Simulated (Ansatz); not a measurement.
Series FeX3: PBE0-D4/def2-SVP single points in Ansatz on relaxed structures, gas phase. HOMO and LUMO are taken over both spins. Binding counts from free atoms in the multiplicity of their measured ground term, without zero-point energy. The structures are stationary points that may keep the symmetry of their start.

Estimate the order by binding per atom (eV), lowest first.
A. FeF3 (sextet)
B. FeCl3 (sextet)
C. FeBr3 (sextet)

C (2.40), B (2.69), A (3.40).

In full:

```json
{"species": "FeCl3", "atoms": "4", "state": "sextet", "geometry": "r2SCAN-D4/def2-SVP", "HOMO (eV)": "-8.96", "LUMO (eV)": "-5.01", "gap (eV)": "3.94", "binding per atom (eV)": "2.69", "point group (within 0.1 Å)": "D3h"}
{"species": "FeBr3", "atoms": "4", "state": "sextet", "geometry": "r2SCAN-D4/def2-SVP", "HOMO (eV)": "-8.30", "LUMO (eV)": "-4.90", "gap (eV)": "3.40", "binding per atom (eV)": "2.40", "point group (within 0.1 Å)": "D3h"}
{"species": "FeF3", "atoms": "4", "state": "sextet", "geometry": "PBE0-D4/def2-TZVP", "HOMO (eV)": "-10.17", "LUMO (eV)": "-5.11", "gap (eV)": "5.06", "binding per atom (eV)": "3.40", "point group (within 0.1 Å)": "D3h"}
```

The gap (eV) runs from 3.40 (FeBr3) to 5.06 (FeF3).
